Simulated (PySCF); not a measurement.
# Electron correlation in N⁺ (nitrogen, charge +1)

[He] 2s2 2p2, high-spin 3P determinant. Computed with PySCF 2.14 in aug-cc-pVDZ (4s3p2d, 23 functions), with no relativity, point nucleus. Frozen: 1s2; 4 electrons correlated.

MP2 pair energies summed by pair of shells (mhartree):

| pair | energy | share (%) |
| --- | --- | --- |
| 2s-2p | -32.26 | 58.8 |
| 2s-2s | -17.32 | 31.6 |
| 2p-2p | -5.27 | 9.6 |

Total MP2 correlation energy: -54.84 mhartree.

Same-spin part -8.78 and opposite-spin part -46.06 mhartree; SCS-MP2 scales them by 1/3 and 6/5 to -58.20 mhartree.

```tsv
level	correlation energy (mhartree)
CCSD	-77.24
(T)	-0.87
CCSD(T)	-78.11
```

Diagnostics: T1 = 0.0063, D1 = 0.0123, largest double amplitude 0.121.

Cost of the coupled-cluster step: 0.09 s of wall time on 1 thread of INTEL(R) XEON(R) PLATINUM 8581C CPU @ 2.30GHz (shared host), for 4 correlated electrons.
